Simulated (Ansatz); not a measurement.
Reaction (atomization): `[NH2][SnH2][Br]` → Br• + 4 H• + N• + Sn•

Gas-phase electronic energies from Ansatz, PBE0-D4/def2-TZVP geometries. CCSD(T)/CBS is the MP2 limit (def2-TZVPP, def2-QZVPP) plus CCSD(T) − MP2 in def2-TZVPP, frozen cores. This one scheme is used for every species, atoms too. Functionals use def2-TZVPP. HSE06 is defined as in plane-wave codes. Open shells (•) are unrestricted, without spin–orbit coupling. Spin–orbit coupling would lower the free atoms: clearly for Br; strongly for Sn. def2 core potentials past Kr. Bonds to Br, Sn are less sure, by a few kJ/mol each and by 10 to 20 or more in all where they break to atoms, as the def2 sets lack core-valence functions. Scalar relativity is left out up to krypton. One conformer a species, not always the lowest.

`[NH2][SnH2][Br]`:

```xyz
7

N     0.682    0.703    0.845
Sn   -0.326   -0.376   -0.511
Br   -2.409   -1.162    0.594
H     1.568    0.324    1.146
H     0.779    1.688    0.648
H     0.539   -1.782   -0.920
H    -0.833    0.606   -1.804
```

**Question.** What is ΔE at CCSD(T)/CBS? (Best estimate.)

**Answer.** The calculation gave: +1904.3 kJ/mol.

**Question.** What do these levels give: r2SCAN-D4, r2SCAN0-D4, HSE06-D4, ωB97M-V, PBE0, BHLYP, HF/def2-SVP, SCS-MP2/def2-TZVPP, CCSD/def2-TZVPP, CCSD(T)/def2-TZVPP, HF/def2-QZVPP, SCS-MP2/def2-QZVPP? (An estimate is asked.)

**Answer.** The calculation gave: r2SCAN-D4 1865.4, r2SCAN0-D4 1832.8, HSE06-D4 1856.0, ωB97M-V 1875.0, PBE0 1843.7, BHLYP 1797.8, HF/def2-SVP 1215.8, SCS-MP2/def2-TZVPP 1832.0, CCSD/def2-TZVPP 1794.3, CCSD(T)/def2-TZVPP 1826.9, HF/def2-QZVPP 1255.7, SCS-MP2/def2-QZVPP 1884.0 kJ/mol.

Largest T1 diagnostic among the species: 0.011.

From r2SCAN to r2SCAN0 (25 % exact exchange), in def2-TZVPP and without D4, ΔE moves by −33.3 kJ/mol: exact exchange takes away binding that semilocal exchange gives to molecules. At CCSD(T), def2-SVP lies −201.5 kJ/mol from the extrapolated value and def2-TZVPP −77.4 kJ/mol: correlation converges slowly with the basis, and small sets miss more of it in the bonded molecule than in its fragments. The D4 term adds +22.7 kJ/mol with B3LYP and +11.9 kJ/mol with PBE0; it sums over pairs of atoms, weighted by their polarisabilities, and B3LYP, whose exchange is more repulsive, gets the larger term.

B3LYP here is the variant with VWN-RPA as its local correlation; programs differ in this.

For atomizations the MP2-based limit and the directly extrapolated one differ by several kJ/mol either way, and by 10 to 25 for some Ge, Se and Sn compounds, so smaller differences from it don't rank the levels.
